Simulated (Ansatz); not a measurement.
## CH6BNO2 (SMILES COB(N)O): the vertical ionisation energy from total energies

The species is CH6BNO2 (11 atoms), meant as a singlet with charge 0. SMILES: `COB(N)O`. Geometry: relaxed at PBE0-D4/def2-TZVP. This is one conformer, not always the lowest.

Both states at this one shape; open shells run unrestricted unless said. 1 Eh = 27.2114 eV.

| level | program | singlet CH6BNO2 (Eh) | doublet [CH6BNO2]+ (Eh) |
| --- | --- | --- | --- |
| PBE0/6-31G* (spherical functions) | Ansatz | -271.580078 | -271.226643 |
| B3LYP/6-31G* (Cartesian functions) | Ansatz | -271.896620 | -271.544602 |
| wB97X/6-31G* (spherical functions) | Ansatz | -271.819885 | -271.457544 |
| BCCD(T)/6-31G* (spherical functions), 5 core orbitals frozen | Ansatz | -271.121801 | -270.771668 |

Work out the vertical ionisation energy at each level.


1. PBE0/6-31G* (spherical functions): -271.226643 − (-271.580078) = 0.353435 Eh = 9.62 eV.
2. B3LYP/6-31G* (Cartesian functions): -271.544602 − (-271.896620) = 0.352018 Eh = 9.58 eV.
3. wB97X/6-31G* (spherical functions): -271.457544 − (-271.819885) = 0.362341 Eh = 9.86 eV.
4. BCCD(T)/6-31G* (spherical functions): -270.771668 − (-271.121801) = 0.350133 Eh = 9.53 eV.

No measured value is set beside it here; the levels span 9.53 to 9.86 eV.
